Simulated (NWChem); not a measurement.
System: C₄H₄F₂O; SMILES FC1=C(F)OCC1

The following NWChem deck was run.

```
start job
memory heap 200 mb stack 900 mb global 1100 mb
geometry units angstroms noautoz
  F     -1.115631     1.753985    -0.087690
  C     -0.585749     0.537187    -0.042404
  C      0.712057     0.225059     0.015453
  F      1.761988     0.999629     0.002951
  O      0.979106    -1.086777     0.113757
  C     -0.275184    -1.748702    -0.117567
  C     -1.387193    -0.713165     0.118204
  H     -0.281179    -2.092263    -1.165599
  H     -0.323187    -2.622585     0.544301
  H     -2.199669    -0.815053    -0.618024
  H     -1.840850    -0.780880     1.124659
end
basis spherical
  * library def2-svp
end
dft
  xc m06-2x
  iterations 150
  mulliken
end
task dft energy
```

Output (shortened):

```
             Northwest Computational Chemistry Package (NWChem) 7.3.0
             --------------------------------------------------------

 C1  symmetry detected

                             Geometry "geometry" -> ""
                             -------------------------

 Output coordinates in angstroms (scale by  1.889725989 to convert to a.u.)

  No.       Tag          Charge          X              Y              Z
 ---- ---------------- ---------- -------------- -------------- --------------
    1 F                    9.0000    -1.03417620     1.81006054    -0.03448739
    2 C                    6.0000    -0.55778786     0.57058876    -0.02081353
    3 C                    6.0000     0.72570217     0.20090166     0.01169082
    4 F                    9.0000     1.80843334     0.92890954    -0.00126446
    5 O                    8.0000     0.93609462    -1.12307161     0.08041007
    6 C                    6.0000    -0.34922268    -1.72471674    -0.14515914
    7 C                    6.0000    -1.41117251    -0.64649943     0.12723548
    8 H                    1.0000    -0.38496319    -2.04650678    -1.19949067
    9 H                    1.0000    -0.42640188    -2.60881886     0.50017167
   10 H                    1.0000    -2.23754345    -0.69790831    -0.59871100
   11 H                    1.0000    -1.85327740    -0.71456941     1.13879438

 Effective nuclear repulsion energy (a.u.)     313.1730863772

                                 NWChem DFT Module
                                 -----------------

 Summary of "ao basis" -> "ao basis" (spherical)
 ------------------------------------------------------------------------------
       Tag                 Description            Shells   Functions and Types
 ---------------- ------------------------------  ------  ---------------------
 F                          def2-svp                 6       14   3s2p1d
 C                          def2-svp                 6       14   3s2p1d
 O                          def2-svp                 6       14   3s2p1d
 H                          def2-svp                 3        5   2s1p

            General Information
            -------------------
          SCF calculation type: DFT
          Wavefunction type:  closed shell.
          No. of atoms     :    11
          No. of electrons :    54
           Alpha electrons :    27
            Beta electrons :    27
          Charge           :     0
          Spin multiplicity:     1
          Use of symmetry is: off; symmetry adaption is: off
          Maximum number of iterations: 150
          AO basis - number of functions:   118
                     number of shells:    54
          Convergence on energy requested:  1.00D-06
          Convergence on density requested:  1.00D-05
          Convergence on gradient requested:  5.00D-04

              XC Information
              --------------
                       M06-2X Method XC Functional
                     Hartree-Fock (Exact) Exchange  0.540
                        M06-2X Exchange Functional  1.000
                      M06-2X Correlation Potential  1.000

             Grid Information
             ----------------
          Grid used for XC integration:  medium
          Radial quadrature: Mura-Knowles
          Angular quadrature: Lebedev.
          Tag              B.-S. Rad. Rad. Pts. Rad. Cut. Ang. Pts.
          ---              ---------- --------- --------- ---------
          F                   0.50       49          11.0       434
          C                   0.70       49          10.0       434
          O                   0.60       49           9.0       434
          H                   0.35       45           9.0       434
          Grid pruning is: on
          Number of quadrature shells:   523
          Spatial weights used:  Erf1

      Superposition of Atomic Density Guess
      -------------------------------------

 Sum of atomic energies:        -425.77253476

      Non-variational initial energy
      ------------------------------

 Total energy =    -429.527437
 1-e energy   =   -1207.855158
 2-e energy   =     465.154635
 HOMO         =      -0.189430
 LUMO         =       0.114140

     ---------------------------------------------
      Total Density - Mulliken Population Analysis
     ---------------------------------------------

    Atom       Charge   Shell Charges
 -----------   ------   -------------------------------------------------------
    1 F    9     9.36   1.99  1.14  0.76  3.43  2.03  0.01
    2 C    6     5.87   1.99  0.91  0.26  1.83  0.80  0.08
    3 C    6     5.24   1.99  0.87  0.16  1.59  0.52  0.11
    4 F    9     9.33   1.99  1.14  0.76  3.43  2.02  0.01
    5 O    8     8.58   1.99  1.09  0.68  2.95  1.84  0.01
    6 C    6     5.75   1.99  0.93  0.18  1.78  0.81  0.05
    7 C    6     6.18   1.99  0.97  0.15  2.03  1.01  0.03
    8 H    1     0.93   0.70  0.21  0.02
    9 H    1     0.93   0.70  0.21  0.02
   10 H    1     0.90   0.68  0.20  0.02
   11 H    1     0.91   0.68  0.21  0.02

   convergence    iter        energy       DeltaE   RMS-Dens  Diis-err
 ---------------- ----- ----------------- --------- --------- ---------
 d= 0,ls=0.0,diis     1   -429.0812178136 -7.42D+02  1.11D-02  9.47D-01
 d= 0,ls=0.0,diis     2   -429.1118232555 -3.06D-02  5.15D-03  9.04D-01
 d= 0,ls=0.0,diis     3   -429.1933030152 -8.15D-02  9.26D-04  2.12D-02
 d= 0,ls=0.0,diis     4   -429.1949958506 -1.69D-03  3.47D-04  1.71D-03
 d= 0,ls=0.0,diis     5   -429.1951525465 -1.57D-04  1.00D-04  1.44D-04
  Resetting Diis
 d= 0,ls=0.0,diis     6   -429.1951674075 -1.49D-05  3.26D-05  2.12D-05
 d= 0,ls=0.0,diis     7   -429.1951699428 -2.54D-06  1.57D-05  1.34D-06
 d= 0,ls=0.0,diis     8   -429.1951698866  5.62D-08  8.06D-06  2.00D-06

         Total DFT energy =     -429.195169886596
      One electron energy =    -1210.740475266094
           Coulomb energy =      520.921679288607
    Exchange-Corr. energy =      -52.549460286287
 Nuclear repulsion energy =      313.173086377177

 Numeric. integr. density =       54.000001259309

                       DFT Final Molecular Orbital Analysis
                       ------------------------------------

 Vector   25  Occ=2.000000D+00  E=-4.234110D-01
              MO Center= -3.3D-01, -4.3D-01, -7.8D-03, r^2= 3.2D+00
   Bfn.  Coefficient  Atom+Function         Bfn.  Coefficient  Atom+Function
  ----- ------------  ---------------      ----- ------------  ---------------
    89      0.323618   7 C  py                4     -0.247210   1 F  px
    60     -0.222062   5 O  px               18     -0.214623   2 C  px
    75     -0.200807   6 C  py               74      0.186332   6 C  px
     7      0.180610   1 F  px               61      0.174892   5 O  py
    63     -0.174110   5 O  px               92      0.170702   7 C  py

 Vector   26  Occ=2.000000D+00  E=-4.189173D-01
              MO Center=  1.1D-01, -9.8D-01, -7.2D-02, r^2= 3.2D+00
   Bfn.  Coefficient  Atom+Function         Bfn.  Coefficient  Atom+Function
  ----- ------------  ---------------      ----- ------------  ---------------
    62      0.335128   5 O  pz               76     -0.283994   6 C  pz
    99      0.260427   8 H  s                65      0.244346   5 O  pz
   104     -0.231673   9 H  s                48      0.199602   4 F  pz
    34      0.193552   3 C  pz               51     -0.153658   4 F  pz
   100      0.127476   8 H  s                 6      0.124784   1 F  pz

 Vector   27  Occ=2.000000D+00  E=-2.750258D-01
              MO Center= -5.0D-02,  1.1D-01, -1.8D-04, r^2= 2.5D+00
   Bfn.  Coefficient  Atom+Function         Bfn.  Coefficient  Atom+Function
  ----- ------------  ---------------      ----- ------------  ---------------
    20      0.408188   2 C  pz               34      0.322299   3 C  pz
    62     -0.314084   5 O  pz               23      0.288375   2 C  pz
    65     -0.276003   5 O  pz                6      0.218698   1 F  pz
     9     -0.191339   1 F  pz               37      0.185585   3 C  pz
    87      0.169512   7 C  s                48      0.160676   4 F  pz

 Vector   28  Occ=0.000000D+00  E= 7.765149D-02
              MO Center= -1.9D-01, -1.0D-01,  1.3D-01, r^2= 3.7D+00
   Bfn.  Coefficient  Atom+Function         Bfn.  Coefficient  Atom+Function
  ----- ------------  ---------------      ----- ------------  ---------------
   115      0.718312  11 H  s                37      0.571512   3 C  pz
    34      0.484558   3 C  pz               23     -0.457428   2 C  pz
   105      0.424354   9 H  s                20     -0.375847   2 C  pz
    93     -0.344621   7 C  pz              110     -0.324798  10 H  s
    87     -0.315362   7 C  s               100     -0.267883   8 H  s

 Vector   29  Occ=0.000000D+00  E= 9.112264D-02
              MO Center= -1.2D+00, -1.6D+00, -3.7D-01, r^2= 5.3D+00
   Bfn.  Coefficient  Atom+Function         Bfn.  Coefficient  Atom+Function
  ----- ------------  ---------------      ----- ------------  ---------------
    73      1.462433   6 C  s                87      1.467485   7 C  s
   100     -1.138474   8 H  s               110     -1.129092  10 H  s
   105     -0.927936   9 H  s               115     -0.767786  11 H  s
    91     -0.496926   7 C  px               78     -0.490690   6 C  py
    31     -0.305579   3 C  s                79     -0.269152   6 C  pz

 Vector   30  Occ=0.000000D+00  E= 1.299844D-01
              MO Center= -5.5D-01, -4.0D-01,  1.2D-01, r^2= 5.7D+00
   Bfn.  Coefficient  Atom+Function         Bfn.  Coefficient  Atom+Function
  ----- ------------  ---------------      ----- ------------  ---------------
    73      1.693501   6 C  s                87     -1.555735   7 C  s
   105     -1.047249   9 H  s               110      0.730397  10 H  s
    92      0.516322   7 C  py              115      0.517837  11 H  s
    17      0.503012   2 C  s                 3     -0.468286   1 F  s
    22      0.455216   2 C  py               79      0.426860   6 C  pz

     ---------------------------------------------
      Total Density - Mulliken Population Analysis
     ---------------------------------------------

    Atom       Charge   Shell Charges
 -----------   ------   -------------------------------------------------------
    1 F    9     9.21   1.99  1.13  0.78  3.34  1.96  0.01
    2 C    6     5.97   1.99  0.88  0.22  2.07  0.74  0.08
    3 C    6     5.64   1.99  0.90  0.10  2.00  0.52  0.12
    4 F    9     9.17   1.99  1.13  0.77  3.35  1.92  0.01
    5 O    8     8.36   1.99  1.08  0.70  2.88  1.71  0.02
    6 C    6     5.85   1.99  0.91  0.15  2.04  0.71  0.06
    7 C    6     6.07   1.99  0.89  0.14  2.13  0.89  0.03
    8 H    1     0.94   0.75  0.17  0.02
    9 H    1     0.94   0.75  0.16  0.02
   10 H    1     0.93   0.74  0.17  0.02
   11 H    1     0.93   0.74  0.17  0.02

     -------------------------------------------
      Total Density - Lowdin Population Analysis
     -------------------------------------------

    Atom       Charge   Shell Charges
 -----------   ------   -------------------------------------------------------
    1 F    9     9.07   1.98  1.01  0.73  3.22  2.12  0.01
    2 C    6     6.05   1.96  0.60  0.28  1.92  1.09  0.19
    3 C    6     5.92   1.96  0.60  0.27  1.83  0.99  0.27
    4 F    9     9.03   1.98  1.01  0.72  3.22  2.09  0.01
    5 O    8     8.13   1.97  0.90  0.58  2.75  1.90  0.03
    6 C    6     5.89   1.96  0.59  0.30  1.84  1.07  0.13
    7 C    6     6.06   1.96  0.58  0.30  1.93  1.19  0.09
    8 H    1     0.97   0.65  0.25  0.06
    9 H    1     0.97   0.65  0.25  0.06
   10 H    1     0.96   0.64  0.26  0.07
   11 H    1     0.96   0.64  0.26  0.07

     Multipole analysis of the density
     ---------------------------------

     L   x y z        total         alpha         beta         nuclear
     -   - - -        -----         -----         ----         -------
     0   0 0 0     -0.000000    -27.000000    -27.000000     54.000000

     1   1 0 0     -0.742914     -0.371457     -0.371457     -0.000000
     1   0 1 0     -0.851590     -0.425795     -0.425795      0.000000
     1   0 0 1     -0.047619     -0.023810     -0.023810      0.000000

     2   2 0 0    -29.922945   -144.497927   -144.497927    259.072909
     2   1 1 0      2.510750     -3.565961     -3.565961      9.642672
     2   1 0 1     -0.123768      0.424455      0.424455     -0.972677
     2   0 2 0    -28.911495   -160.666035   -160.666035    292.420576
     2   0 1 1      0.324998     -0.570654     -0.570654      1.466306
     2   0 0 2    -28.038914    -20.507512    -20.507512     12.976111
```

Level: M06-2X/def2-SVP. Geometry: optimised at PBE0/def2-SVP.
